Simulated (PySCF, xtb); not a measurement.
HSZn, SMILES [SH][Zn+], charge +1.

GFN2-xTB in xtb 6.7.1 at its own geometry gives an orbital gap of 0.92 eV.

Coordinates come from a B3LYP-D3(BJ)/def2-TZVP optimisation. The multiplicity is an assumed one; other spin states were not compared. The isomer is the one that the SMILES or the coordinates give; other isomers of the formula were not compared.

Q: What does PBE/def2-TZVPD (PySCF) give? (Estimate from the structure and the level; the computed values follow.)

A: gap 1.05 eV (levels -12.20 and -11.15 eV).
